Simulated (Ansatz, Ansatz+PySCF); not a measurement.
```yaml
atoms:
  - { symbol: B, position_ang: [-0.0533, 0.1849, 0.0690] }
  - { symbol: H, position_ang: [0.5382, -2.1818, -0.7596] }
  - { symbol: H, position_ang: [0.5196, 0.9662, -0.5828] }
  - { symbol: H, position_ang: [0.5339, -0.7819, 0.4799] }
  - { symbol: H, position_ang: [-1.2652, 0.2056, 0.3194] }
```

Basis set: def2-SVP (spherical functions). Frozen core: 1 orbital. Charge 0, multiplicity 2.

Computed with Ansatz (development build ahead of 0.2.0); each method stands on the lowest determinant of its kind that the runs found.

The atomization energy at this shape (free ground-state atoms in the same class of orbitals less the molecule, no zero-point energy) of doublet BH₄:

```json
{"method": "PBE0 (unrestricted)", "atomization energy": "12.01 eV"}
{"method": "UHF", "atomization energy": "9.90 eV"}
```

Problem. What does UHF-MP2 give?

Solution. 11.48 eV. Caution: the shape is not the minimum.
